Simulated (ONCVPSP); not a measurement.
bismuth (Bi): one change to an ONCV potential, before and after

ONCVPSP 4.0.1 input, shortened (lines: element, Z, core and valence counts, functional; n l f; lmax; l rc ep ncon nbas qcut; lloc lpopt rc5 dvloc0; l nproj debl; icmod fcfact rcfact), BLYP, scalar-relativistic:

```
  Bi 83.00   12    3  -106131      upf
    1    0    2.00
    2    0    2.00
    2    1    6.00
    3    0    2.00
    3    1    6.00
    3    2   10.00
    4    0    2.00
    4    1    6.00
    4    2   10.00
    4    3   14.00
    5    0    2.00
    5    1    6.00
    5    2   10.00
    6    0    2.00
    6    1    3.00
    2
    0    1.75    0.00    4    9    3.20
    1    2.50    0.00    4    8    2.80
    2    1.45    0.00    4    9   11.80
    4    5    1.15    3.00
    0    3    0.50
    1    2    1.60
    2    2    2.20
    3    3.25    1.30
```

In the s channel the program set the typed energies aside and used -0.528, 0.250, 0.750 Ha.

Change: core correction Teter function, fcfact 3.25, rcfact 1.88.

Cutoffs: the cutoffs (Ha) at which the residual kinetic energy of the hardest occupied pseudo-wave falls to 1 and 0.1 mHa per electron; they do not see the model core or the augmentation charge, which bear on the density cutoff. Errors are all-electron minus pseudo energies relative to the spin-unpolarised reference configuration.

**Question.** Predict the effect on cutoff, ghosts and configuration errors.

**Answer.** The potential gets neither clearly harder nor softer (26 Ha and 43 Ha → 26 Ha and 43 Ha); both files keep a bound ghost (p, s); of the 4 tests that both files solve, the error grows in 4 and shrinks in 0 by more than 15 % and 0.3 meV (median size 19.8 → 123.0 meV). A model core, the more so a compact one, raises the density cutoff, which this test does not measure.

| quantity | base | changed |
| --- | --- | --- |
| cutoff, loose | 26 Ha | 26 Ha |
| cutoff, tight | 43 Ha | 43 Ha |
| bound ghosts | s, p | s, p |
| GHOST(+) flags under 300 eV | none | none |
| error for 5d10 6s2 6p2, meV [ΔE 7.82 eV] | -4.1 | -14 |
| error for 5d10 6s2 6p1, meV [ΔE 23.04 eV] | -13 | -79 |
| error for 5d10 6s2 6p0, meV [ΔE 46.46 eV] | -27 | -257 |
| error for 5d9 6s2 6p4, meV [ΔE 24.11 eV] | -132 | -167 |
| s: phases at 1.77 bohr within 0.05 rad from the reference energy up to (Ha; the scan ends near 5) | to the end of the scan | to the end of the scan |
| p: phases at 2.54 bohr within 0.05 rad from the reference energy up to (Ha; the scan ends near 5) | 2.8 | 2.8 |
| d: phases at 1.47 bohr within 0.05 rad from the reference energy up to (Ha; the scan ends near 5) | to the end of the scan | to the end of the scan |
| rms error of d²Exc/dni dnj with the model core, mHa | 1.83 | 2.15 |

 A true bound ghost makes a file unfit for plane-wave use even where its test errors are small: the radial tests pick states by their node count and pass the ghost by.
